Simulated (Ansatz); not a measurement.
System: SnO2 (charge +1, doublet). 
Geometry from a B3LYP-D3(BJ)/def2-TZVP (Ansatz, an electronic-structure program) optimisation:
```
Sn
O 1 1.7988
O 1 1.8996 2 180.00
```
Charge +1, spin multiplicity 2.

Parts of the frozen-core correlation energy in STO-3G (Ansatz, hartree). Frozen orbitals: 25; correlated occupied orbitals by spin: 8 and 7; virtual: 4 and 5. UHF or UKS for open shells. No spin-orbit coupling. Past Kr the def2 sets carry scalar-relativistic core potentials. STO-3G rows are all-electron and non-relativistic. The program attaches cautions to this run: large difference.

| term | value |
|---|---|
| reference (HF) | -6110.70840 |
| MP2 opposite-spin | ? |
| MP2 same-spin | ? |
| CCSD correlation | ? |
| (T) | -0.01004 |
| T1 diagnostic | 0.100 |
| largest doubles amplitude | 0.213 |
| <S^2> of the reference | 1.650 |

Problem. Some entries are withheld; supply them.

Solution. 
- MP2 opposite-spin, value: -0.05589
- MP2 same-spin, value: -0.02179
- CCSD correlation, value: -0.14901
